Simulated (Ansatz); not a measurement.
Pulling on the B1–H2 bond in BH3O (SMILES BO) (multiplicity 1 held, fragments rigid). Energies count from the point at 1.192 Å.
Geometry at that point (charge 0, multiplicity 1):
```xyz
5

B     -0.448    -0.553     0.061
H     -0.338    -1.338     0.952
H     -1.302    -0.642    -0.773
O      0.445     0.460     0.028
H      0.321     1.070    -0.707
```

R- and RO- levels are restricted; in cc, def2 and unpolarised 6-31G sets they are followed outwards from rest. U- levels take the lowest unrestricted solution at each point, which mixes spins at long bonds. Active spaces are followed from a long bond inwards. Levels need not reach the same state.

Cores are frozen in the correlated methods.

Codes used: Ansatz (Gaussian basis) for Hartree–Fock, density functionals and correlated methods. 

Energies in kJ/mol.

```
R (Å)  U-SCS-MP2/cc-pVDZ  R-CCSD(T)/cc-pVDZ  FIC-MRCISD on CASSCF(2,2)/cc-pVDZ  FIC-MRCISD+Q on CASSCF(2,2)/cc-pVDZ
-----  -----------------  -----------------  ---------------------------------  -----------------------------------
0.953                117                118                                118                                  118
1.073                 26                 27                                 27                                   26
1.192                  0                  0                                  0                                    0
1.311                 11                 10                                 10                                   10
1.430                 42                 40                                 39                                   40
1.609                107                102                                101                                  102
1.788                179                169                                167                                  169
2.086                325                269                                266                                  269
2.384                399                345                                340                                  344
2.741                432                399                                397                                  401
3.218                445                424                                431                                  435
3.814                449                416                                443                                  448
```

Doubts at one or more of the structures used: a spin-contaminated determinant (U-SCS-MP2/cc-pVDZ); a restricted determinant that unrestricted orbitals would lower (R-CCSD(T)/cc-pVDZ); other coupled-cluster roots lie near (R-CCSD(T)/cc-pVDZ); T1 above 0.05 (R-CCSD(T)/cc-pVDZ).

Ansatz is a quantum-chemistry and plane-wave program.
